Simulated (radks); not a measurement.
Question: Mn VIII, configuration [Ar] (the NIST ground configuration). Method: non-relativistic Kohn-Sham, r2SCAN, spin-polarised, spherical densities, point nucleus; meta-GGA in the generalised Kohn-Sham scheme; computed with a radial shooting solver on a logarithmic mesh with Libxc functionals. Some entries of the table are withheld. Estimate them.

orbital  occ.  eigenvalue (eV)  <r^2> (bohr^2)  r(max) (bohr)
1s          2        -6540.413        0.005089        0.04055
2s          2        -888.6937             (1)            (2)
2p          6        -781.3676         0.07529         0.1897
3s          2              (3)          0.7301         0.7176
3p          6        -183.8373             (4)         0.7186
3d          0        -131.5365          0.7880         0.6574
4s          0         -80.5392           3.673            (5)

Answer: 
(1) 2s <r^2> (bohr^2): 0.09335
(2) 2s r(max) (bohr): 0.2349
(3) 3s eigenvalue (eV): -216.5330
(4) 3p <r^2> (bohr^2): 0.7668
(5) 4s r(max) (bohr): 1.708
